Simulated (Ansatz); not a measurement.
Start from `BCC[SiH2]C` and change one atom or group to get `CC[SiH2]C`.

Ansatz, PBE0-D4/def2-TZVP geometries, multiplicity 1. Each molecule was computed in one conformer, which needn't be the lowest.

```json
{"property": "size of the dipole moment (ωB97M-V/def2-TZVPP) / D", "`BCC[SiH2]C`": "0.68"}
{"property": "HOMO–LUMO gap (B3LYP/def2-TZVPP) / eV", "`BCC[SiH2]C`": "6.19"}
{"property": "size of the dipole moment (B3LYP/def2-TZVPP) / D", "`BCC[SiH2]C`": "0.67"}
{"property": "HOMO energy (B3LYP/def2-TZVPP) / eV", "`BCC[SiH2]C`": "-7.79"}
{"property": "size of the dipole moment (PBE/def2-TZVPP) / D", "`BCC[SiH2]C`": "0.73"}
{"property": "HOMO–LUMO gap (PBE0/def2-TZVPP) / eV", "`BCC[SiH2]C`": "6.63"}
```

Question: What does the change do to each property? (An estimate is asked.)

Answer: Computed: 
```json
{"property": "size of the dipole moment (ωB97M-V/def2-TZVPP) / D", "`CC[SiH2]C`": "0.81", "shift": "0.13"}
{"property": "HOMO–LUMO gap (B3LYP/def2-TZVPP) / eV", "`CC[SiH2]C`": "8.70", "shift": "2.51"}
{"property": "size of the dipole moment (B3LYP/def2-TZVPP) / D", "`CC[SiH2]C`": "0.80", "shift": "0.13"}
{"property": "HOMO energy (B3LYP/def2-TZVPP) / eV", "`CC[SiH2]C`": "-8.04", "shift": "-0.25"}
{"property": "size of the dipole moment (PBE/def2-TZVPP) / D", "`CC[SiH2]C`": "0.85", "shift": "0.12"}
{"property": "HOMO–LUMO gap (PBE0/def2-TZVPP) / eV", "`CC[SiH2]C`": "9.19", "shift": "2.56"}
```

With PBE0 the HOMO falls by 0.26 eV and the LUMO rises by 2.31 eV, so the gap widens by about 2.57 eV. PBE moves the HOMO by -0.22 eV and ωB97M-V by -0.26 eV. Dipoles are sizes alone; their direction can turn.

B3LYP here is the variant with VWN-RPA as its local correlation; programs differ in this.
